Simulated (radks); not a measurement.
Species: Ho+. Configuration: [Kr] 4d10 4f11 5s1.5 5p6 6s1 7s0.5 (fractional occupations, a model configuration). Method: scalar-relativistic Kohn-Sham, PBEsol, spin-polarised, spherical densities, point nucleus; open shells are filled with parallel spins first (spin-orbit coupling, left out, can overturn this in heavy ions); computed with a radial shooting solver on a logarithmic mesh with Libxc functionals.

Local quantities along the radius. ELF = 1/(1 + alpha^2) is the electron localisation function; alpha = (tau - tau_W)/tau_unif compares the Pauli kinetic energy density with that of the uniform gas (summed over spins); -r V(r) is the screened charge that the Kohn-Sham potential of spin up presents (atomic units). tau is taken from the large components.

| r (bohr) | ELF | alpha | -r V(r) |
|---|---|---|---|
| 0.0008829 | 0.999 | 0.02349 | 66.69 |
| 0.001226 | 0.999 | 0.02432 | 66.55 |
| 0.001701 | 0.999 | 0.02615 | 66.36 |
| 0.002362 | 0.999 | 0.02951 | 66.09 |
| 0.003279 | 0.999 | 0.03542 | 65.73 |
| 0.004552 | 0.998 | 0.04608 | 65.23 |
| 0.006319 | 0.996 | 0.06652 | 64.55 |
| 0.008842 | 0.988 | 0.1114 | 63.60 |
| 0.01227 | 0.955 | 0.2178 | 62.38 |
| 0.01704 | 0.802 | 0.4971 | 60.77 |
| 0.02365 | 0.452 | 1.101 | 58.71 |
| 0.03283 | 0.338 | 1.399 | 56.09 |
| 0.04558 | 0.581 | 0.8488 | 52.89 |
| 0.06327 | 0.744 | 0.5870 | 48.99 |
| 0.08854 | 0.534 | 0.9341 | 44.25 |
| 0.1229 | 0.354 | 1.351 | 38.97 |
| 0.1706 | 0.671 | 0.6997 | 33.27 |
| 0.2369 | 0.651 | 0.7320 | 27.34 |
| 0.3288 | 0.237 | 1.795 | 21.39 |
| 0.4565 | 0.643 | 0.7448 | 15.79 |
| 0.6336 | 0.653 | 0.7289 | 10.86 |
| 0.8867 | 0.340 | 1.393 | 7.161 |
| 1.231 | 0.463 | 1.078 | 4.814 |
| 1.709 | 0.505 | 0.9908 | 3.328 |
| 2.372 | 0.185 | 2.097 | 2.458 |
| 3.293 | 0.283 | 1.593 | 2.076 |
| 4.571 | 0.072 | 3.578 | 1.728 |
| 6.345 | 0.072 | 3.591 | 1.628 |
| 8.879 | 0.968 | 0.1809 | 1.561 |
| 12.33 | 0.999 | 0.02273 | 1.377 |
| 17.11 | 1.000 | 0.004856 | 1.167 |

On this mesh the ELF has minima near r = 0.033, 0.12, 0.33, 0.89, 2.8, 5.4 bohr, which separate the shells, and maxima near 0.063 (0.74), 0.20 (0.74), 0.54 (0.72), 1.4 (0.54), 3.9 (0.32).

Self-consistent cycle (total energy in hartree, residual of the potential): 1: -12604.54161, 8e+00; 2: -12610.24799, 3e+00; 3: -12611.04282, 8e-01; 4: -12610.88017, 1e+00; 5: -12611.05268, 3e-01; 6: -12611.07259, 2e-01; 7: -12611.07699, 1e-01; 8: -12611.07936, 9e-03; 9: -12611.07938, 6e-04; 10: -12611.07938, 6e-04; 11: -12611.07938, 3e-04; 12: -12611.07938, 2e-05; 13: -12611.07938, 2e-05; 14: -12611.07938, 8e-07; 15: -12611.07938, 2e-07; 16: -12611.07938, 8e-09.
